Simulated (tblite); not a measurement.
C4H6FPS.
Numbering: `[F:1][C:2]1=[CH:3][CH2:4][CH2:5][P@H:6]1=[S:7]` (hydrogens: H8 on C3; H9, H10 on C4; H11, H12 on C5; H13 on P6)

A start from a force field or distance geometry was refined with tblite 0.8.0, GFN2-xTB geometry optimisation, gas phase. Values at the start:

```
 coordinate    start
      F1–C2  1.357 Å
      C2=C3  1.312 Å
      C2–P6  1.821 Å
      C3–C4  1.434 Å
      C3–H8  1.117 Å
      C4–C5  1.506 Å
      C4–H9  1.120 Å
     C4–H10  1.115 Å
      C5–P6  1.836 Å
     C5–H11  1.096 Å
     C5–H12  1.123 Å
      P6=S7  1.706 Å
     P6–H13  1.400 Å
   F1–C2–C3   127.8°
   F1–C2–P6   126.2°
   C2–P6–C5    94.1°
   C2–P6–S7   111.8°
   C3–C2–P6   106.1°
   C3–C4–C5   112.5°
   C4–C5–P6    96.8°
   C5–P6–S7   113.2°
F1–C2–P6–C5    -160°
C2–C3–C4–C5     -26°
C3–C4–C5–P6      36°
C4–C5–P6–S7    -147°
```

How do these coordinates change at the GFN2-xTB level?

```
 coordinate  GFN2-xTB (Å or °)  change
      P6=S7              1.925  +0.219
      C3–C4              1.497  +0.063
      C3–H8              1.078  -0.039
     C5–H12              1.091  -0.032
      C4–C5              1.535  +0.029
      C4–H9              1.094  -0.026
     C4–H10              1.091  -0.024
      F1–C2              1.335  -0.022
      C2=C3              1.327  +0.015
      C5–P6              1.848  +0.012
      C2–P6              1.830  +0.009
     P6–H13              1.404  +0.004
     C5–H11              1.095  -0.001
   C4–C5–P6              107.6   +10.8
   C2–P6–S7              120.6    +8.8
   C3–C2–P6              113.7    +7.6
   C5–P6–S7              119.6    +6.4
   F1–C2–P6              121.2    -5.0
   C2–P6–C5               90.3    -3.8
   C3–C4–C5              108.7    -3.8
   F1–C2–C3              125.1    -2.7
C3–C4–C5–P6                 21     -15
C2–C3–C4–C5                -16     +10
F1–C2–P6–C5               -170     -10
C4–C5–P6–S7               -143      +4
```

The energy falls by 195.0 kJ/mol over 58 L-BFGS steps, the largest force on an atom goes from 15.80 to 0.008 eV/Å, and the atoms move by 0.195 Å rms after alignment. The bond that changes most is P6=S7 (ends: phosphorus bonded to 2 C, S and H; sulfur bonded to P), which lengthens by 0.219 Å. Bonds longer at the end by more than 0.005 Å: 6 of 13; shorter: 5. Among the dihedrals that turn most is H10–C4–C5–P6, from 160° to 143°. Rotational constants go from 2558, 1885, 1177 to 2649, 1552, 1049 MHz.

Its GFN2-xTB frequencies are all real (lowest 71 cm⁻¹). One conformer, not necessarily the lowest.

These are computed values.
